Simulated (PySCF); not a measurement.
**Dipole response of Cl⁺ (chlorine, charge +1)**

[Ne] 3s2 3p3 3d1, high-spin 5D determinant (an excited configuration). All numbers are calculated (PySCF 2.14, no relativity, point nucleus, in aug-cc-pwCVTZ). Coupled (time-dependent) response in atomic units; α is the mean over directions.

```csv
method,mean α (bohr³),"α xx, yy, zz",C₆ (like pair),S(−4)
UHF,17.29,"21.85, 21.85, 8.175",63.74,1170
PBE,21.40,"27.97, 27.97, 8.259",70.22,3073
PBE0,19.47,"25.12, 25.12, 8.189",67.28,2038
BP86,21.88,"28.69, 28.69, 8.264",72.64,2935
```

S(−4) is the Cauchy moment in α(ω) = α(0) + S(−4) ω² + …

α(iu) at UHF:

```tsv
u (hartree)	α(iu) (bohr³)
0	17.29
0.0500	15.08
0.100	12.16
0.200	9.314
0.300	7.936
0.500	6.069
0.750	4.381
1.00	3.208
1.50	1.859
2.00	1.195
3.00	0.6157
5.00	0.2651
```

A single London oscillator, α(iu) = α/(1 + u²/ω²), gives C₆ = (3/4) ω α². Matching the computed C₆ needs ω = 4 × 63.74 / (3 × 17.29²) = 0.284 hartree.

For an ion, C₆ is the dispersion term alone; charge-induced terms of lower order in 1/R come first.

The components differ because the open shell of this determinant is not spherical; for a pure term their mean is the scalar polarisability.

The outer electron is Rydberg-like, and this basis confines it to a smaller radius and binds it less than a complete one would.
